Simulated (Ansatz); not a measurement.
Ideal-gas functions of `[OH][Ga]([F])[O][SiH3]` at 800 K and 1 bar, from an Ansatz frequency run at PBE0-D4/def2-TZVP.

Molar mass 152.84 g/mol, point group Cs (symmetry number 1), electronic degeneracy 1, moments of inertia 87.29, 344.001, 425.4 u Å². Harmonic wavenumbers (cm⁻¹, unscaled): 32, 58, 65, 168, 202, 205, 352, 518, 683, 726, 732, 745, 878, 955, 956, 986, 1042, 2219, 2220, 2239, 3893.

Use S(trans) = R[1.5 ln M + 2.5 ln T − 1.1517]; rotational temperatures θ = 24.2544 K / I; S(rot) = R[ln(√π/σ · √(T³/θAθBθC)) + 1.5]; for each mode x = 1.438777 ν̃/T, S = R[x/(eˣ − 1) − ln(1 − e⁻ˣ)] and H = RT x/(eˣ − 1); 1 cm⁻¹ = 0.0119627 kJ/mol; R = 8.31446 J/(mol·K).

Problem. By hand: the entropy, in J/(mol·K).

Solution. Translation 192.1. Rotation: θ = 0.2779, 0.0705, 0.057 K, giving 128.9. Vibration, mode by mode: 32.05, 27.11, 26.17, 18.30, 16.78, 16.66, 12.25, 9.20, 7.11, 6.66, 6.60, 6.48, 5.33, 4.77, 4.76, 4.56, 4.21, 0.78, 0.78, 0.76, 0.06, in all 211.4. Electronic 0.0. Sum 532.4 J/(mol·K).

Problem. By hand: H − E and G − E in kJ/mol, counted from the electronic energy.

Solution. Zero-point energy ½ × 19874 × 0.0119627 = 118.9; thermal vibration 71.5; translation, rotation and pV give 4 RT = 26.6. H − E = 217.0 kJ/mol, and G − E = 217.0 − 800 × 532.4/1000 = -208.9 kJ/mol.

Vibration gives 40 % of the entropy, 85.3 J/(mol·K) of it from the modes under 150 cm⁻¹: soft modes count most, and the harmonic formula is weakest for them. The sum counts one conformer and one mirror image; others add a mixing term.
